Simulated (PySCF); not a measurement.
A PySCF script (with the pyscf-properties extension) for the NMR shieldings of `O1[SiH](CC)OCC1`, C₄H₁₀O₂Si, on a GFN2-xTB geometry:

```python
import basis_set_exchange as bse
import numpy as np
from pyscf import gto, dft
from pyscf.prop import nmr

atoms = """
C     2.194346    0.002749    0.834976
C     1.735799   -0.577600   -0.501157
Si   -0.117711   -0.383974   -0.832211
O    -1.016942   -1.141792    0.315361
C    -2.058653   -0.324390    0.759468
C    -1.690512    1.138391    0.431823
O    -0.701528    1.127509   -0.556017
H     3.264312   -0.143300    0.972503
H     1.986841    1.069511    0.875671
H     1.673989   -0.481342    1.658215
H     1.992062   -1.635019   -0.545356
H     2.280246   -0.097734   -1.312945
H    -0.526123   -0.793541   -2.174906
H    -2.191939   -0.477226    1.832691
H    -2.979685   -0.608286    0.239930
H    -2.557760    1.691036    0.062151
H    -1.293739    1.647038    1.316451
"""
names = dict.fromkeys(["C", "Si", "O", "H"], "pcSseg-1")
basis = {el: gto.basis.parse(bse.get_basis(n, elements=[el], fmt="nwchem")) for el, n in names.items()}
mol = gto.M(atom=atoms, basis=basis, charge=0, verbose=0)
mf = dft.RKS(mol, xc="PBE0")
mf.grids.level = 2
mf.grids.alignment = dft.numint.BLKSIZE   # the property module wants whole blocks of grid points
mf.conv_tol = 1e-9
mf.kernel()

calc = nmr.RKS(mf)   # GIAO
C = mf.mo_coeff
Co = C[:, mf.mo_occ > 0]
resp = mf.gen_response(singlet=True, hermi=2)
def vind(x):   # induced exchange potential for any number of trial vectors
    d = np.einsum("pi,xij,qj->xpq", C, 2 * x.reshape(-1, C.shape[1], Co.shape[1]), Co, optimize=True)
    return np.einsum("xpq,pi,qj->xij", resp(d - d.transpose(0, 2, 1)), C, Co, optimize=True).ravel()
mo1, _ = nmr.rhf.solve_mo1(calc, with_cphf=vind)
sigma = calc.kernel(mo1)
for i, s in enumerate(sigma):   # ppm
    w = np.linalg.eigvalsh((s + s.T) / 2)
    print("%2d %-2s iso %8.1f  s11 %8.1f  s22 %8.1f  s33 %8.1f" % (i, mol.atom_pure_symbol(i), w.mean(), *w))
```

**Question.** Give the expected output.

**Answer.** 
```
 0 C  iso    180.4  s11    175.2  s22    177.3  s33    188.6
 1 C  iso    175.3  s11    168.4  s22    169.0  s33    188.5
 2 Si iso    338.0  s11    284.4  s22    363.4  s33    366.0
 3 O  iso    301.4  s11    259.9  s22    273.9  s33    370.4
 4 C  iso    121.0  s11     87.4  s22    111.3  s33    164.2
 5 C  iso    120.5  s11     89.7  s22    108.5  s33    163.3
 6 O  iso    305.2  s11    253.1  s22    289.1  s33    373.5
 7 H  iso     30.6  s11     25.3  s22     28.0  s33     38.6
 8 H  iso     30.7  s11     25.8  s22     29.9  s33     36.4
 9 H  iso     30.8  s11     25.7  s22     30.2  s33     36.3
10 H  iso     31.0  s11     27.1  s22     28.7  s33     37.2
11 H  iso     31.1  s11     26.9  s22     28.9  s33     37.5
12 H  iso     26.7  s11     22.8  s22     23.8  s33     33.4
13 H  iso     27.4  s11     23.5  s22     25.4  s33     33.3
14 H  iso     27.5  s11     22.4  s22     25.7  s33     34.6
15 H  iso     27.5  s11     23.3  s22     25.4  s33     33.6
16 H  iso     27.5  s11     22.9  s22     25.7  s33     33.9
```

These numbers come from an equivalent density-fitted implementation of the same equations, which agrees with the script to about 0.01 ppm for H and up to a few tenths of a ppm for heavy atoms, so last digits may differ.

**Question.** Turn these shieldings into chemical shifts. δ = σ(ref) − σ, references computed at the same level: 13C (186.93 ppm) and 29Si (349.16 ppm) and 1H (31.72 ppm) against TMS; 17O (336.08 ppm) against H2O.

**Answer.** Averaging equivalent atoms: C 4/5: 66.2; C 1: 11.7; C 0: 6.6; Si 2: 11.2; O 3/6: 32.7; H 12: 5.03; H 13/16: 4.26; H 14/15: 4.21; H 7/8/9: 1.02; H 10/11: 0.65 ppm. Experimental scales use liquid or dissolved standards, which lie at an offset from isolated H2O (liquid H2O: subtract about 36 ppm).

Size and cost of the density-fitted run: 176 basis functions, 51 s wall time on 1 thread of an Arm Neoverse N1, shared host.
